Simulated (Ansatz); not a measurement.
One change: `[OH][Al]([F])[CH2][SiH3]` becomes `[OH][Al]([F])[CH2][SeH]`.

Ansatz, PBE0-D4/def2-TZVP geometries, multiplicity 1. Each molecule was computed in one conformer, which needn't be the lowest.

Scalar relativity is left out up to krypton.

```tsv
property	`[OH][Al]([F])[CH2][SiH3]`
LUMO energy (B3LYP/def2-TZVPP) / eV	-0.80
size of the dipole moment (B3LYP/def2-TZVPP) / D	1.03
LUMO energy (PBE/def2-TZVPP) / eV	-1.33
HOMO energy (PBE/def2-TZVPP) / eV	-7.38
HOMO energy (ωB97M-V/def2-TZVPP) / eV	-10.87
LUMO energy (ωB97M-V/def2-TZVPP) / eV	1.03
```

(1) Give the same properties after the change, and the shifts. (An estimate is asked.)

Answers

(1) Computed: 
```json
{"property": "LUMO energy (B3LYP/def2-TZVPP) / eV", "`[OH][Al]([F])[CH2][SeH]`": "-1.01", "shift": "-0.21"}
{"property": "size of the dipole moment (B3LYP/def2-TZVPP) / D", "`[OH][Al]([F])[CH2][SeH]`": "1.30", "shift": "0.27"}
{"property": "LUMO energy (PBE/def2-TZVPP) / eV", "`[OH][Al]([F])[CH2][SeH]`": "-1.61", "shift": "-0.28"}
{"property": "HOMO energy (PBE/def2-TZVPP) / eV", "`[OH][Al]([F])[CH2][SeH]`": "-5.83", "shift": "1.55"}
{"property": "HOMO energy (ωB97M-V/def2-TZVPP) / eV", "`[OH][Al]([F])[CH2][SeH]`": "-9.12", "shift": "1.75"}
{"property": "LUMO energy (ωB97M-V/def2-TZVPP) / eV", "`[OH][Al]([F])[CH2][SeH]`": "0.98", "shift": "-0.05"}
```

With PBE0 the HOMO rises by 1.68 eV and the LUMO falls by 0.24 eV, so the gap narrows by about 1.92 eV. PBE moves the HOMO by 1.55 eV and ωB97M-V by 1.75 eV. Dipoles are sizes alone; their direction can turn.

B3LYP here is the variant with VWN-RPA as its local correlation; programs differ in this.
